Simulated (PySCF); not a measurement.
Si(Br)(OH)2(OMe) (CH5BrO3Si), SMILES Br[Si](OC)(O)O.

Geometry optimised at PBE-D3(BJ)/def2-SVP. One conformer was computed; it need not be the lowest.

Calculation: PySCF with TDA-PBE/def2-SVPD.

Vertical excitations. 

Computed excitation energies, oscillator strengths and character:
```csv
state,energy (eV),λ (nm),f,main pairs
S1,6.00,207,0.010,HOMO→LUMO 99 %
S2,6.23,199,0.029,HOMO−1→LUMO 99 %
S3,6.43,193,0.039,HOMO−2→LUMO 98 %
S4,6.76,183,0.019,HOMO−3→LUMO 95 %
S5,7.00,177,0.002,"HOMO→LUMO+1 77 %, HOMO→LUMO+2 18 %"
S6,7.12,174,0.010,"HOMO→LUMO+2 64 %, HOMO−4→LUMO 17 %, HOMO→LUMO+1 13 %"
S7,7.16,173,0.010,"HOMO−1→LUMO+1 66 %, HOMO−4→LUMO 23 %"
S8,7.27,171,0.062,"HOMO−4→LUMO 47 %, HOMO−1→LUMO+1 26 %, HOMO−1→LUMO+2 8 %"
S9,7.35,169,0.014,"HOMO−1→LUMO+2 69 %, HOMO−2→LUMO+1 13 %"
S10,7.41,167,0.011,"HOMO−2→LUMO+1 49 %, HOMO→LUMO+3 23 %, HOMO−1→LUMO+2 10 %, HOMO−5→LUMO 8 %"
T1,5.86,212,0,HOMO→LUMO 99 %
T2,6.02,206,0,HOMO−1→LUMO 99 %
T3,6.22,199,0,HOMO−2→LUMO 98 %
T4,6.60,188,0,HOMO−3→LUMO 97 %
```
Triplets are in the Tamm–Dancoff approximation.
